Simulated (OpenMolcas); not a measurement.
5d5 along the 73-electron sequence

- Program: OpenMolcas
- Method: SS-RASPT2, IPEA 0.25 Eh, imaginary shift 0.1 Eh
- Basis: ANO-RCC-VTZP
- Scalar Hamiltonian: DKH2, point nucleus
- Spin-orbit coupling: state interaction with AMFI integrals over the reference wave functions, term energies averaged over their components

Active space for each ion: 11 electrons in 8 orbitals (RAS1 5p, at most 2 holes; RAS2 5d); closed shells correlated by CASPT2: 5s.

Computed levels in cm-1 above 6S 5/2:

| Level | Re2+ | Os3+ | Ir4+ | Pt5+ | Au6+ |
| --- | --- | --- | --- | --- | --- |
| 4G 7/2 | 19260 | 21770 | 23660 | 25740 | 27850 |
| 4G 11/2 | 20060 | 22780 | 25020 | 27430 | 29880 |
| 4G 9/2 | 20560 | 23530 | 26060 | 28800 | 31690 |
| 4P 1/2 | 21740 | 25180 | 27900 | 30800 | 33850 |
| 4D 1/2 | 26530 | 31350 | 35750 | 40440 | 45790 |
| 2I 11/2 | 28960 | 33030 | 36710 | 40780 | 45370 |
| 2I 13/2 | 31280 | 35970 | 40360 | 45090 | 50390 |
| 2H 9/2 | 36170 | 41820 | 46780 | 52150 | 57990 |
| 2F 7/2(1) | 38750 | 45560 | 51920 | 58530 | 65690 |
| weight of 6S in the lowest level (%) | 91 | 88 | 84 | 80 | 74 |

Mixed levels, with the weight of the term that names them: Re2+ 4G 7/2 (72 %), Re2+ 4P 1/2 (62 %), Re2+ 4D 1/2 (65 %), Re2+ 2H 9/2 (52 %), Re2+ 2F 7/2(1) (52 %), Os3+ 4G 7/2 (69 %), Os3+ 4P 1/2 (61 %), Os3+ 4D 1/2 (65 %), Os3+ 2H 9/2 (52 %), Os3+ 2F 7/2(1) (60 %), Ir4+ 4G 7/2 (63 %), Ir4+ 4P 1/2 (60 %), Ir4+ 4D 1/2 (66 %), Ir4+ 2I 11/2 (73 %), Ir4+ 2H 9/2 (52 %), Ir4+ 2F 7/2(1) (63 %), Pt5+ 4G 7/2 (59 %), Pt5+ 4G 11/2 (74 %), Pt5+ 4P 1/2 (59 %), Pt5+ 4D 1/2 (66 %), Pt5+ 2I 11/2 (70 %), Pt5+ 2H 9/2 (52 %), Pt5+ 2F 7/2(1) (60 %), Au6+ 6S 5/2 (74 %), Au6+ 4G 7/2 (55 %), Au6+ 4G 11/2 (68 %), Au6+ 4G 9/2 (74 %), Au6+ 4P 1/2 (59 %), Au6+ 4D 1/2 (68 %), Au6+ 2I 11/2 (67 %), Au6+ 2H 9/2 (52 %), Au6+ 2F 7/2(1) (54 %).

Measured, with the error of the calculation in %. Measured levels: Re2+ from the list in Brasseur, Gamrath and Quinet, At. Data Nucl. Data Tables 157, 101636 (2024).

```csv
Level,Re2+
4G 7/2,16890 (+14.0)
4G 11/2,18020 (+11.3)
4G 9/2,18346 (+12.1)
2I 11/2,26170 (+10.7)
2I 13/2,28588 (+9.4)
```

4G 7/2 changes by a factor of 1.45 over the same range, with steps per unit of Z of +2510, +1890, +2080, +2110 cm-1.

CASPT2 breaks the degeneracy within a term, and the mean is taken; among the terms shown or strongly mixed into the levels shown the widest spread is 530 cm-1 (5d5 2G(1), Re2+). Active for correlation alone: 5p; no level in the range computed is led by a configuration that opens it, so any true level of that kind is missing. Computed and measured levels are paired by configuration, term and J; levels that our copy of the source lacks, or whose pairing is in doubt (as where it misses far off the trend of its configuration), stay unpaired and out of the deviations. Levels of configurations outside the active space are missing.

A number in round brackets counts repeated terms of one configuration in the order of the reference energies.
